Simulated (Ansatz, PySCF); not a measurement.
Gas-phase reaction (SMILES): ClB(Cl)Cl [trichloroborane] + [H][H] (H2) -> ClBCl + Cl (HCl); hydrogen cleaves one B-Cl bond, a model of a ligand-exchange step.

Structures are relaxed separately at B3LYP-D3(BJ)/def2-TZVP in Ansatz (a quantum-chemistry and plane-wave program). Correlated levels leave the core frozen unless marked. No spin-orbit coupling. Non-relativistic. Basis-set limits of correlation are two-point, X^-3; Hartree-Fock from the larger set. Thermal terms are rigid-rotor harmonic-oscillator values from B3LYP-D3(BJ) frequencies (Ansatz or PySCF) at 298.15 K and 1 atm. 1 Eh = 627.5095 kcal/mol.

| species | E, CCSD(T)/CBS(cc-pV(T+d)Z,cc-pV(Q+d)Z) (Ansatz) (Eh) | E, wB97M-V/def2-TZVPD (Ansatz) (Eh) | H - E (Eh) | G - E (Eh) |
|---|---|---|---|---|
| ClB(Cl)Cl | -1404.23938 | -1405.55163 | 0.01290 | -0.02001 |
| [H][H] (H2) | -1.17450 | -1.16077 | 0.01336 | -0.00144 |
| ClBCl | -945.01534 | -945.90128 | 0.01930 | -0.01115 |
| Cl (HCl) | -460.37849 | -460.79070 | 0.01000 | -0.01120 |

Problem. Work out ΔE and ΔH, ΔG, ΔS and the equilibrium constant at 298.15 K at the first level, then ΔH at the second.

Solution. 
1. ΔE = [(-945.01534) + (-460.37849)] - [(-1404.23938) + (-1.17450)] = 0.02005 Eh = 12.6 kcal/mol at CCSD(T)/CBS(cc-pV(T+d)Z,cc-pV(Q+d)Z).
2. The terms H - E add up to 0.00304 Eh, so ΔH = (0.02005 + (0.00304))×627.5095 = 14.5 kcal/mol.
3. The terms G - E add up to -0.00090 Eh, so ΔG = 12.0 kcal/mol, and ΔS = (0.00304 - (-0.00090))×627509.5/298.15 = 8.3 cal/(mol K).
4. log10 K = -ΔG/(RT ln 10) = -8.8, with RT ln 10 = 1.3642 kcal/mol.
5. At wB97M-V/def2-TZVPD the same steps give ΔE = 12.8 and ΔH = 14.7 kcal/mol, a shift of +0.2 from the first level.
6. These values are not checked against measurement here, since the tables used lack a sound gas-phase enthalpy of formation for at least one species.
